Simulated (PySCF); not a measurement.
## How a change of structure moves an absorption spectrum

Computed, not measured: PySCF, TDDFT CAM-B3LYP/def2-SVPD, vertical, gas phase, core orbitals frozen in the response. Geometries: GFN2-xTB; one conformer of each isolated species. Triplets are in the Tamm–Dancoff approximation. 'Strongest' means the level of largest summed f among the lowest 8 singlets; it needn't be the same kind of state in each.

Parent: `CO[SiH2][C@@H]1C[C@H]1C#N`, with lowest singlet excitation energy 7.06 eV, mean static polarisability 89.0 au, HOMO energy -9.70 eV, energy of the strongest computed level 7.67 eV. Its spectrum: 176 nm (f 0.003); 174 nm (f 0.005); 162 nm (f 0.007); 162 nm (f 0.063); 155 nm (f 0.007).

Problem. How do these changes move the values? C replaced by Si (`CO[SiH2][C@@H]1[SiH2][C@H]1C#N`); terminal C group replaced by H (`N#C[C@@H]1C[C@H]1[SiH2]O`); C-C bond made double (`CO[SiH2]C1=C[C@@H]1C#N`); C replaced by Si (`CO[SiH2][C@@H]1C[Si@H]1C#N`).

Solution. 

```csv
change,SMILES,Δ S1 (eV),Δ α (au),Δ HOMO (eV),Δ strongest (eV)
C replaced by Si,CO[SiH2][C@@H]1[SiH2][C@H]1C#N,-0.93,+17.1,+1.09,-1.54
terminal C group replaced by H,N#C[C@@H]1C[C@H]1[SiH2]O,+0.17,-12.2,+0.03,-0.13
C-C bond made double,CO[SiH2]C1=C[C@@H]1C#N,-1.43,-1.3,+0.23,-1.23
C replaced by Si,CO[SiH2][C@@H]1C[Si@H]1C#N,-1.15,+17.2,+1.11,-1.77
```

S1 falls most with C-C bond made double (-1.43 eV), and it rises most with terminal C group replaced by H (+0.17 eV). S1 is simply the lowest singlet of each species and needn't be the same kind of state throughout. Over these 4 changes the shifts of S1 and of the HOMO–LUMO gap correlate with r = 0.74.

Lowest levels of each derivative:
- `CO[SiH2][C@@H]1[SiH2][C@H]1C#N`: 6.13 eV (f 0.204); 6.54 eV (f 0.001); 6.76 eV (f 0.101)
- `N#C[C@@H]1C[C@H]1[SiH2]O`: 7.23 eV (f 0.004); 7.33 eV (f 0.003); 7.54 eV (f 0.085)
- `CO[SiH2]C1=C[C@@H]1C#N`: 5.63 eV (f 0.005); 6.45 eV (f 0.166); 6.99 eV (f 0.028)
- `CO[SiH2][C@@H]1C[Si@H]1C#N`: 5.91 eV (f 0.339); 6.01 eV (f 0.008); 6.80 eV (f 0.004)
